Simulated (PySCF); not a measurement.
# CaH: script and output

Input:

```python
from pyscf import gto, dft

mol = gto.M(
    atom='Ca 0 0 0; H 0 0 1.91',
    basis='6-311g**',
    charge=0,
    spin=1,
    symmetry=True,
    verbose=4,
)
mf = dft.UKS(mol, xc='camb3lyp')
mf.kernel()
mf.dip_moment()
print('orbital energies (hartree):', [e[max(0, n-3):n+3].round(4) for e, n in zip(mf.mo_energy, mol.nelec)])
```

```bash
$ OMP_NUM_THREADS=1 python input.py
```

Output (some set-up lines and the per-cycle HOMO/LUMO lines with their warnings removed):

```
PySCF version 2.14.0

[INPUT] verbose = 4
[INPUT] num. atoms = 2
[INPUT] num. electrons = 21
[INPUT] charge = 0
[INPUT] spin (= nelec alpha-beta = 2S) = 1
[INPUT] symmetry True subgroup None
[INPUT] Mole.unit = angstrom
[INPUT] Symbol           X                Y                Z      unit          X                Y                Z       unit  Magmom
[INPUT]  1 Ca     0.000000000000   0.000000000000   0.000000000000 AA    0.000000000000   0.000000000000   0.000000000000 Bohr   0.0
[INPUT]  2 H      0.000000000000   0.000000000000   1.910000000000 AA    0.000000000000   0.000000000000   3.609376897919 Bohr   0.0

nuclear repulsion = 5.54112262743456
point group symmetry = Coov
symmetry origin: [0.         0.         0.17187509]
symmetry axis x: [1. 0. 0.]
symmetry axis y: [0. 1. 0.]
symmetry axis z: [0. 0. 1.]
num. orbitals of irrep A1 = 21
num. orbitals of irrep E1x = 10
num. orbitals of irrep E1y = 10
num. orbitals of irrep E2x = 2
num. orbitals of irrep E2y = 2
number of shells = 21
number of NR pGTOs = 75
number of NR cGTOs = 45
basis = 6-311g**
ecp = {}

******** <class 'pyscf.dft.uks_symm.SymAdaptedUKS'> ********
method = SymAdaptedUKS
initial guess = minao
damping factor = 0
level_shift factor = 0
DIIS = <class 'pyscf.scf.diis.CDIIS'>
diis_start_cycle = 1
diis_space = 8
diis_damp = 0
SCF conv_tol = 1e-09
SCF conv_tol_grad = None
SCF max_cycles = 50
direct_scf = True
direct_scf_tol = 1e-13
number electrons alpha = 11  beta = 10
XC library pyscf.dft.libxc version 7.0.0
    S. Lehtola, C. Steigemann, M. J.T. Oliveira, and M. A.L. Marques.,  SoftwareX 7, 1–5 (2018)
XC functionals = camb3lyp
    T. Yanai, D. P. Tew, and N. C. Handy.,  Chem. Phys. Lett. 393, 51 (2004)
radial grids:
    Treutler-Ahlrichs [JCP 102, 346 (1995); DOI:10.1063/1.469408] (M4) radial grids

becke partition: Becke, JCP 88, 2547 (1988); DOI:10.1063/1.454033
pruning grids: <function nwchem_prune>
grids dens level: 3
symmetrized grids: True
atomic radii adjust function: <function treutler_atomic_radii_adjust>
small_rho_cutoff = 0
Freeze 0 electrons in irreps []
    21 free electrons in irreps A1 E1x E1y E2x E2y
Set gradient conv threshold to 3.16228e-05
tot grids = 30232
init E= -677.959251074671

cycle= 1 E= -678.13574475352  delta_E= -0.176  |g|= 0.223  |ddm|= 1.02
cycle= 2 E= -678.149187277493  delta_E= -0.0134  |g|= 0.0705  |ddm|= 0.364
cycle= 3 E= -678.152094049038  delta_E= -0.00291  |g|= 0.0231  |ddm|= 0.0963
cycle= 4 E= -678.152600783872  delta_E= -0.000507  |g|= 0.00597  |ddm|= 0.058
cycle= 5 E= -678.152803380522  delta_E= -0.000203  |g|= 0.00272  |ddm|= 0.0512
cycle= 6 E= -678.152852336097  delta_E= -4.9e-05  |g|= 0.00131  |ddm|= 0.026
cycle= 7 E= -678.152860880915  delta_E= -8.54e-06  |g|= 0.00045  |ddm|= 0.0106
cycle= 8 E= -678.152861558933  delta_E= -6.78e-07  |g|= 8.23e-05  |ddm|= 0.00339
cycle= 9 E= -678.152861604289  delta_E= -4.54e-08  |g|= 4.27e-05  |ddm|= 0.000687
cycle= 10 E= -678.15286161548  delta_E= -1.12e-08  |g|= 1.17e-05  |ddm|= 0.000471
cycle= 11 E= -678.15286161623  delta_E= -7.5e-10  |g|= 2.72e-06  |ddm|= 0.000133
Extra cycle  E= -678.152861616247  delta_E= -1.68e-11  |g|= 1.3e-06  |ddm|= 8.76e-06
converged SCF energy = -678.152861616247  <S^2> = 0.75213413  2S+1 = 2.002133
Dipole moment(X, Y, Z, Debye):  0.00000,  0.00000, -2.22589
orbital energies (hartree): [array([-1.147 , -0.2971, -0.1793, -0.0115, -0.0115,  0.0123]), array([-1.1512, -1.1403, -0.2808, -0.0486, -0.0053, -0.0053])]
```

In short: E(SCF) = -678.152862 Eh, 11 cycles, ⟨S²⟩ = 0.752, μz(SCF) = -2.23 D.

It ran on Intel Xeon 6975P-C (1 thread, shared host) in 2 s, peak memory 0.17 GiB.

The bond length is a typed value, not an optimised one. No search for the lowest solution was made.
